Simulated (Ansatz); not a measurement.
```yaml
crystal:
  periodic: [false, false, false]
  atoms:
    - {symbol: C, position_ang: [-1.506191, -0.731000, 1.396571]}
    - {symbol: N, position_ang: [-0.102199, -0.065196, 1.035935]}
    - {symbol: Mo, position_ang: [0.177998, 0.679997, -0.214378]}
    - {symbol: C, position_ang: [1.430122, -0.719772, -1.385695]}
    - {symbol: O, position_ang: [-1.006469, 1.196727, -1.140400]}
    - {symbol: O, position_ang: [1.489797, 2.149989, 0.502291]}
    - {symbol: H, position_ang: [-2.646428, -0.627587, 1.074101]}
    - {symbol: H, position_ang: [-1.494181, -1.943738, 1.383719]}
    - {symbol: H, position_ang: [-1.807998, -0.221201, 2.592916]}
    - {symbol: H, position_ang: [1.884838, 0.093847, -2.518669]}
    - {symbol: D, position_ang: [0.569491, -1.240818, -2.232246]}
    - {symbol: H, position_ang: [2.014385, -0.873457, -1.030430]}
    - {symbol: H, position_ang: [1.538118, 2.062278, 1.377758]}
basis:
  gaussian: {orbitals: def2-TZVP}
total_charge: 1
magnetization: {spin_polarized: true, initial_magnetization: 1}
hamiltonian: {xc: {name: revPBE}}
```

```sh
$ ansatz run in.yaml --threads 4 --pin off --events-out ev --progress --plain --max-ram 11315MiB
```

Shortened log:

```
Error: YAML parse error: error: line 14 column 16: `D` is not an element symbol (H … Og, case-exact)
12 |     - {symbol: H, position_ang: [-1.807998, -0.221201, 2.592916]}
13 |     - {symbol: H, position_ang: [1.884838, 0.093847, -2.518669]}
14 |     - {symbol: D, position_ang: [0.569491, -1.240818, -2.232246]}
15 |     - {symbol: H, position_ang: [2.014385, -0.873457, -1.030430]}
16 |     - {symbol: H, position_ang: [1.538118, 2.062278, 1.377758]}
```

**Question.** What is wrong with this run?

**Answer.** An element symbol is wrong. The program refused the input.
